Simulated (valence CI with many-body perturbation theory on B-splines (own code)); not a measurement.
**Re70+: electric-dipole lines**

Calculated by valence CI with perturbative core correlation (CI+MBPT): three valence electrons over a frozen Dirac-Fock core [He], radial functions for each j: 11 s, 11 p, 10 d, 8 f, 5 g, 2 h, with the one-electron correlation potential Σ1, the two-electron term Σ2, the three-electron term Σ3, Breit, model QED; selected CI, second order for the rest, scaled by the run's own slope (own B-spline code, finite nucleus).

The last digits are not significant, and no measured levels were compared; by estimate large intervals hold to a few tenths of a per cent, small ones and those within an open d or f shell to about a per cent.

Lines 151 to 200 of 575 in falling wavelength, among levels below 128340 × 10³ cm⁻¹, chosen from the strongest by gf and those to the six lowest levels. Wavelengths and rates use the calculated energies. Electric multipoles are in the length gauge, E1 and E2 with the static RPA response of the core. Weak lines are less certain than strong ones. Lines between different terms over intervals too small for the method are left out, as are lines whose strength nearly cancels. The highest levels of a list are the least certain.

Levels are named by their leading jj configuration (3d3/2^4 stands for four electrons in 3d with j = 3/2), which in mixed levels can hold well under half, so a name can repeat and another be missing. Letters in brackets count levels of one name in rising energy.

| λ vac (Å) | Upper | Lower | A (s⁻¹) | S (a.u.) with core polarisation | S without |
| --- | --- | --- | --- | --- | --- |
| 6.928 | (2p3/2^2 3s) J=3/2 | (2s 2p3/2 3s) J=1/2 | 7.35e+12 | 4.82e-03 | 4.83e-03 |
| 6.927 | (2p3/2^2 3d5/2) J=5/2 [a] | (2s 2p3/2 3d5/2) J=5/2 [b] | 4.08e+12 | 4.01e-03 | 4.02e-03 |
| 6.924 | (2p3/2^2 3d5/2) J=5/2 [a] | (2p1/2 2p3/2 3p3/2) J=3/2 [a] | 2.29e+12 | 2.25e-03 | 2.25e-03 |
| 6.920 | (2p3/2^2 3d5/2) J=3/2 | (2s 2p3/2 3d5/2) J=5/2 [b] | 3.55e+12 | 2.32e-03 | 2.32e-03 |
| 6.908 | (2p1/2 2p3/2^2) J=3/2 | (2s 2p1/2 2p3/2) J=1/2 | 7.81e+12 | 5.08e-03 | 5.09e-03 |
| 6.902 | (2p3/2^2 3p3/2) J=3/2 [a] | (2s 2p3/2 3p3/2) J=1/2 [b] | 7.84e+12 | 5.09e-03 | 5.10e-03 |
| 6.846 | (2p1/2 2p3/2 3p3/2) J=3/2 [a] | (2s 2p1/2 3p3/2) J=3/2 [b] | 3.03e+12 | 1.92e-03 | 1.92e-03 |
| 6.843 | (2p1/2 2p3/2 3d5/2) J=3/2 [a] | (2s 2p1/2 3d5/2) J=3/2 | 4.80e+12 | 3.04e-03 | 3.04e-03 |
| 6.835 | (2p1/2 2p3/2 3d5/2) J=5/2 [a] | (2s 2p1/2 3d5/2) J=5/2 [b] | 3.59e+12 | 3.39e-03 | 3.40e-03 |
| 6.830 | (2p1/2 2p3/2^2) J=5/2 | (2s 2p1/2 2p3/2) J=3/2 [b] | 9.55e+12 | 9.00e-03 | 9.02e-03 |
| 6.814 | (2p1/2 2p3/2 3d3/2) J=5/2 [a] | (2s 2p1/2 3d3/2) J=5/2 | 5.00e+12 | 4.68e-03 | 4.69e-03 |
| 6.801 | (2p1/2 2p3/2 3d5/2) J=9/2 | (2s 2p1/2 3d5/2) J=7/2 | 8.28e+12 | 1.29e-02 | 1.29e-02 |
| 6.801 | (2p1/2 2p3/2 3s) J=3/2 [b] | (2s 2p1/2 3s) J=1/2 [b] | 7.50e+12 | 4.66e-03 | 4.66e-03 |
| 6.797 | (2p1/2 2p3/2 3p1/2) J=3/2 [a] | (2s 2p1/2 3p1/2) J=3/2 | 4.43e+12 | 2.75e-03 | 2.75e-03 |
| 6.797 | (2p3/2^3) J=3/2 | (2s 2p3/2^2) J=3/2 | 2.01e+13 | 1.25e-02 | 1.25e-02 |
| 6.797 | (2p1/2 2p3/2 3p3/2) J=7/2 | (2s 2p1/2 3p3/2) J=5/2 | 9.31e+12 | 1.15e-02 | 1.16e-02 |
| 6.795 | (2p3/2^3) J=3/2 | (2s 2p3/2^2) J=1/2 | 4.66e+12 | 2.89e-03 | 2.89e-03 |
| 6.790 | (2p1/2 2p3/2 3d5/2) J=5/2 [a] | (2s 2p1/2 3d5/2) J=7/2 | 2.41e+12 | 2.24e-03 | 2.24e-03 |
| 6.771 | (2s 2p3/2 3d5/2) J=7/2 [b] | (2s^2 3d5/2) J=5/2 | 1.13e+13 | 1.38e-02 | 1.39e-02 |
| 6.771 | (2p3/2^2 3p3/2) J=3/2 [b] | (2s 2p3/2 3p3/2) J=3/2 [b] | 1.07e+13 | 6.56e-03 | 6.56e-03 |
| 6.770 | (2p1/2 2p3/2 3d5/2) J=5/2 [b] | (2s 2p1/2 3d5/2) J=3/2 | 3.95e+12 | 3.63e-03 | 3.63e-03 |
| 6.770 | (2p3/2^2 3p3/2) J=1/2 | (2s 2p3/2 3p3/2) J=1/2 [a] | 9.01e+12 | 2.76e-03 | 2.76e-03 |
| 6.768 | (2p1/2 2p3/2 3d5/2) J=5/2 [b] | (2s 2p1/2 3d5/2) J=5/2 [b] | 2.69e+12 | 2.47e-03 | 2.47e-03 |
| 6.765 | (2p3/2^2 3d5/2) J=5/2 [b] | (2s 2p3/2 3d5/2) J=5/2 [b] | 7.08e+12 | 6.49e-03 | 6.50e-03 |
| 6.763 | (2p1/2 2p3/2 3p3/2) J=3/2 [b] | (2s 2p1/2 3p3/2) J=1/2 | 4.68e+12 | 2.86e-03 | 2.86e-03 |
| 6.761 | (2s 2p3/2 3p3/2) J=5/2 [b] | (2s^2 3p3/2) J=3/2 | 1.27e+13 | 1.16e-02 | 1.16e-02 |
| 6.759 | (2p1/2 2p3/2 3d3/2) J=5/2 [b] | (2s 2p1/2 3d3/2) J=3/2 [b] | 8.24e+12 | 7.54e-03 | 7.55e-03 |
| 6.757 | (2p3/2^2 3d3/2) J=3/2 [b] | (2s 2p3/2 3d3/2) J=1/2 [b] | 3.98e+12 | 2.42e-03 | 2.43e-03 |
| 6.757 | (2p1/2 2p3/2 3d5/2) J=7/2 [a] | (2s 2p1/2 3d5/2) J=5/2 [a] | 7.18e+12 | 8.74e-03 | 8.76e-03 |
| 6.756 | (2p3/2^2 3p3/2) J=5/2 | (2s 2p3/2 3p3/2) J=5/2 [a] | 6.65e+12 | 6.07e-03 | 6.08e-03 |
| 6.754 | (2p1/2 2p3/2 3d3/2) J=7/2 | (2s 2p1/2 3d3/2) J=5/2 | 8.31e+12 | 1.01e-02 | 1.01e-02 |
| 6.753 | (2p1/2 2p3/2 3d3/2) J=3/2 [b] | (2s 2p1/2 3d3/2) J=1/2 | 4.42e+12 | 2.69e-03 | 2.69e-03 |
| 6.752 | (2p1/2 2p3/2 3p3/2) J=5/2 [a] | (2s 2p1/2 3p3/2) J=3/2 [a] | 6.32e+12 | 5.76e-03 | 5.77e-03 |
| 6.751 | (2p3/2^2 3d5/2) J=7/2 | (2s 2p3/2 3d5/2) J=7/2 [a] | 4.39e+12 | 5.34e-03 | 5.35e-03 |
| 6.750 | (2s 2p3/2 3d3/2) J=3/2 [b] | (2s^2 3d3/2) J=3/2 | 1.20e+13 | 7.25e-03 | 7.26e-03 |
| 6.749 | (2p1/2 2p3/2 3p1/2) J=5/2 | (2s 2p1/2 3p1/2) J=3/2 | 9.36e+12 | 8.52e-03 | 8.53e-03 |
| 6.744 | (2p1/2 2p3/2 3p1/2) J=3/2 [b] | (2s 2p1/2 3p1/2) J=1/2 [b] | 9.46e+12 | 5.73e-03 | 5.74e-03 |
| 6.742 | (2p1/2 2p3/2 3d5/2) J=7/2 [b] | (2s 2p1/2 3d5/2) J=5/2 [b] | 4.43e+12 | 5.36e-03 | 5.37e-03 |
| 6.738 | (2p1/2 2p3/2 3d3/2) J=3/2 [b] | (2s 2p1/2 3d3/2) J=3/2 [b] | 4.69e+12 | 2.84e-03 | 2.84e-03 |
| 6.730 | (2p3/2^2 3d5/2) J=1/2 | (2s 2p3/2 3d5/2) J=3/2 [a] | 8.37e+12 | 2.52e-03 | 2.52e-03 |
| 6.726 | (2p3/2^2 3d5/2) J=7/2 | (2s 2p3/2 3d5/2) J=5/2 [a] | 4.11e+12 | 4.93e-03 | 4.94e-03 |
| 6.723 | (2p3/2^2 3d3/2) J=3/2 [b] | (2s 2p3/2 3d3/2) J=5/2 [b] | 1.12e+13 | 6.72e-03 | 6.73e-03 |
| 6.722 | (2p3/2^2 3p1/2) J=1/2 | (2s 2p3/2 3p1/2) J=3/2 [b] | 1.44e+13 | 4.33e-03 | 4.33e-03 |
| 6.722 | (2s 2p3/2 3d3/2) J=5/2 [b] | (2s^2 3d3/2) J=3/2 | 1.17e+13 | 1.05e-02 | 1.06e-02 |
| 6.721 | (2p3/2^2 3s) J=1/2 | (2s 2p3/2 3s) J=3/2 [b] | 1.41e+13 | 4.23e-03 | 4.24e-03 |
| 6.717 | (2p3/2^2 3p1/2) J=1/2 | (2s 2p3/2 3p1/2) J=1/2 | 6.92e+12 | 2.07e-03 | 2.07e-03 |
| 6.716 | (2p1/2 2p3/2 3s) J=5/2 | (2s 2p1/2 3s) J=3/2 | 9.23e+12 | 8.28e-03 | 8.29e-03 |
| 6.715 | (2s 2p3/2 3p1/2) J=1/2 | (2s^2 3p1/2) J=1/2 | 1.37e+13 | 4.09e-03 | 4.09e-03 |
| 6.715 | (2p1/2 2p3/2 3d3/2) J=1/2 [b] | (2s 2p1/2 3d3/2) J=1/2 | 8.55e+12 | 2.55e-03 | 2.56e-03 |
| 6.713 | (2s 2p3/2 3s) J=1/2 | (2s^2 3s) J=1/2 | 1.36e+13 | 4.06e-03 | 4.07e-03 |
